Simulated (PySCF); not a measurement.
HCl3OZr, charge -1, doublet, at the geometry of the source list (the multiplicity is a formal guess) (core potentials on Zr) (a gas-phase anion, which may not be bound at this level); PySCF with DF-B3LYP/def2-SV(P).

PySCF was given this input:
```python
from pyscf import gto, scf, dft

mol = gto.Mole()
mol.atom = '''
    Zr    0.25720000   -0.08060000   -0.01270000
    Cl    2.11810000    0.96760000   -0.76260000
    Cl    0.94790000   -0.88680000    1.98810000
    Cl    0.23350000   -1.95650000   -1.27910000
    O    -1.32390000    0.82400000    0.01340000
    H    -2.23280000    1.13230000    0.05270000
'''
mol.basis = 'def2-sv(p)'
mol.ecp = {'Zr': 'def2-sv(p)'}
mol.charge = -1
mol.spin = 1
mol.verbose = 4
mol.build()

mf = dft.ROKS(mol)
mf.xc = 'b3lyp'
mf = mf.density_fit(auxbasis='def2-universal-jkfit')
mf.kernel()
mf.analyze()
```

Output, abridged:

```
PySCF version 2.14.0

[INPUT] verbose = 4
[INPUT] num. atoms = 6
[INPUT] num. electrons = 73
[INPUT] charge = -1
[INPUT] spin (= nelec alpha-beta = 2S) = 1
[INPUT] symmetry False subgroup None
[INPUT] Mole.unit = angstrom
[INPUT] Symbol           X                Y                Z      unit          X                Y                Z       unit  Magmom
[...]
nuclear repulsion = 376.546490783278
number of shells = 42
number of NR pGTOs = 186
number of NR cGTOs = 94
basis = def2-sv(p)
ecp = {'Zr': 'def2-sv(p)'}

******** <class 'pyscf.df.df_jk.DFROKS'> ********
method = DFROKS
initial guess = minao
damping factor = 0
level_shift factor = 0
DIIS = <class 'pyscf.scf.diis.CDIIS'>
diis_start_cycle = 1
diis_space = 8
diis_damp = 0
SCF conv_tol = 1e-09
SCF conv_tol_grad = None
SCF max_cycles = 50
direct_scf = False
num. doubly occ = 36  num. singly occ = 1
XC library pyscf.dft.libxc version 7.1.2
    S. Lehtola, C. Steigemann, M. J. T. Oliveira, and M. A. L. Marques,  SoftwareX 7, 1–5 (2018)
XC functionals = b3lyp
    P. J. Stephens, F. J. Devlin, C. F. Chabalowski, and M. J. Frisch,  J. Phys. Chem. 98, 11623 (1994)
radial grids:
    Treutler-Ahlrichs [JCP 102, 346 (1995); DOI:10.1063/1.469408] (M4) radial grids

becke partition: Becke, JCP 88, 2547 (1988); DOI:10.1063/1.454033
pruning grids: <function nwchem_prune>
grids dens level: 3
symmetrized grids: False
atomic radii adjust function: <function treutler_atomic_radii_adjust>
small_rho_cutoff = 0
Set gradient conv threshold to 3.16228e-05
tot grids = 102920
******** <class 'pyscf.df.df.DF'> ********
auxbasis = def2-universal-jkfit
init E= -1497.50102767909
[...]
cycle= 1 E= -1502.28011887089  delta_E= -4.78  |g|=  1.9  |ddm|= 3.28
[...]
cycle= 2 E= -1499.20965212359  delta_E= 3.07  |g|= 3.83  |ddm|= 7.51

WARN: HOMO 0.239646318925185 >= LUMO 0.0866269154088144

cycle= 3 E= -1503.04715111539  delta_E= -3.84  |g|= 0.959  |ddm|= 7.09
[...]
cycle= 4 E= -1503.22595770885  delta_E= -0.179  |g|= 0.56  |ddm|= 1.48
[...]
cycle= 5 E= -1503.24061146503  delta_E= -0.0147  |g|= 0.339  |ddm|= 3.52

WARN: HOMO 0.142157352396986 >= LUMO 0.120615612533538

cycle= 6 E= -1503.27723517161  delta_E= -0.0366  |g|= 0.171  |ddm|= 3.59
[...]
cycle= 7 E= -1503.26450197096  delta_E= 0.0127  |g|= 0.227  |ddm|= 3.47

WARN: HOMO 0.132487897599547 >= LUMO 0.114910377363666

cycle= 8 E= -1503.28007349492  delta_E= -0.0156  |g|= 0.176  |ddm|= 3.46
[...]
cycle= 9 E= -1503.2667554696  delta_E= 0.0133  |g|= 0.213  |ddm|= 3.41

[...]

cycle= 29 E= -1503.29110073463  delta_E= -1.89e-05  |g|= 0.00113  |ddm|= 0.0826

WARN: HOMO 0.155899815349156 >= LUMO 0.129171555872727

cycle= 30 E= -1503.2911040107  delta_E= -3.28e-06  |g|= 0.000629  |ddm|= 0.0273

WARN: HOMO 0.155915939016514 >= LUMO 0.129165887618447

cycle= 31 E= -1503.29110571842  delta_E= -1.71e-06  |g|= 0.000232  |ddm|= 0.0247

WARN: HOMO 0.15575484841597 >= LUMO 0.129165898710867

cycle= 32 E= -1503.29110701871  delta_E= -1.3e-06  |g|= 0.000195  |ddm|= 0.028

WARN: HOMO 0.155805800107049 >= LUMO 0.129169201302701

cycle= 33 E= -1503.29110700322  delta_E= 1.55e-08  |g|= 7.82e-05  |ddm|= 0.00254

WARN: HOMO 0.155821570166563 >= LUMO 0.129170177374356

cycle= 34 E= -1503.29110701269  delta_E= -9.47e-09  |g|= 6.11e-05  |ddm|= 0.0015

WARN: HOMO 0.155829450135377 >= LUMO 0.129169248597799

cycle= 35 E= -1503.29110706495  delta_E= -5.23e-08  |g|= 6.72e-05  |ddm|= 0.00519

WARN: HOMO 0.155854893091551 >= LUMO 0.129170397625679

cycle= 36 E= -1503.29110705958  delta_E= 5.37e-09  |g|= 4.14e-05  |ddm|= 0.00229

WARN: HOMO 0.155886771003279 >= LUMO 0.129171217276905

cycle= 37 E= -1503.29110705615  delta_E= 3.43e-09  |g|= 2.4e-05  |ddm|= 0.00192

WARN: HOMO 0.155884782508399 >= LUMO 0.129171074350544

cycle= 38 E= -1503.29110706599  delta_E= -9.84e-09  |g|= 1.35e-05  |ddm|= 0.00196

WARN: HOMO 0.155880104205523 >= LUMO 0.129170726858265

cycle= 39 E= -1503.29110706793  delta_E= -1.93e-09  |g|= 7.45e-06  |ddm|= 0.000881

WARN: HOMO 0.155879940401478 >= LUMO 0.129170729153601

cycle= 40 E= -1503.29110706836  delta_E= -4.31e-10  |g|= 3.28e-06  |ddm|= 0.000358

WARN: HOMO 0.155880431913207 >= LUMO 0.129170758055891

Extra cycle  E= -1503.29110706837  delta_E= -1.75e-11  |g|= 4.26e-06  |ddm|= 6.32e-05
converged SCF energy = -1503.29110706837
**** SCF Summaries ****
Total Energy =                       -1503.291107068373549
Nuclear Repulsion Energy =             376.546490783277704
One-electron Energy =                -2855.985324754077283
Two-electron Energy =                  976.147726902426029
Two-electron Coulomb Energy =         1076.420709802122701
DFT Exchange-Correlation Energy =     -100.272982899696729
HOMO-LUMO gap [eV] =                    -0.726807245799729
**** MO energy ****
                Roothaan           | alpha              | beta
[...]
WARN: System has nonzero charge -1; the dipole moment is origin-dependent.
Location of origin: [0. 0. 0.]

Dipole moment(X, Y, Z, Debye): -5.71085,  3.52014,  0.03310
```
